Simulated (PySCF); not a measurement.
# Unknown compound

The spectra below were simulated for a compound C₂H₈O₃Si₃.

1H NMR (400 MHz, computed): δ 5.51 (d, 1H), 5.15 (d, 1H), 5.07 (s, 3H), 2.52 (br s, 1H), 1.87 (s, 1H), 0.20 (br s, 1H).

13C{1H} NMR (computed): δ 97.7 (CH), 92.3 (C).

Calculated, not measured (PySCF 2.14): GFN2-xTB structure, GIAO PBE0/pcSseg-1 shieldings. Non-relativistic, one averaged value for each set of equivalent atoms, no solvent, one conformer.

References, each an isolated molecule treated in the same way: 1H and 13C vs TMS.

Propose a structure and justify it.

Results:


The formula gives 2 degrees of unsaturation (no ring in the answer). 2 carbon signals for 2 carbons: no two carbons are equivalent. Carbon types of the structure: 1 × C, 1 × CH, leaving 7 H on heteroatoms. δC 97.7: terminal alkyne carbon; the triple bond shields along its axis, which puts it between sp3 and sp2 carbons. δC 92.3: alkyne carbon; sp carbons lie upfield of alkene carbons because the cylindrical π system leaves one tensor component strongly shielded. δH 5.51, 5.15: hydrogen on a silicon bonded to O, Si. δH 5.07: hydrogen on a silicon bonded to O. δH 2.52, 0.20: hydrogen on an oxygen bonded to Si; exchangeable, gas-phase position. δH 1.87: hydrogen on a terminal alkyne carbon; it lies on the axis of the triple bond, in its shielding cone.

Structure: SMILES C#C[Si@@](O)(O[SiH3])[SiH2]O.

This is the structure that produced the data.

Exchangeable OH/NH protons stand at their gas-phase positions; hydrogen bonding in a real sample shifts them, mostly to higher δ. Shifts are as computed. Against solution values, carbons near 30 ppm lie about +3 ppm off and those near 130 ppm about +5 ppm. Of 1211 compounds with measured shifts, 218 miss one by over three times the rms of a fit or turn the order of signals round; such compounds aren't used in these exercises. Multiplicities follow the n + 1 count of equivalent neighbours, as no J values were calculated; m marks all less simple cases, F and P coupling included.
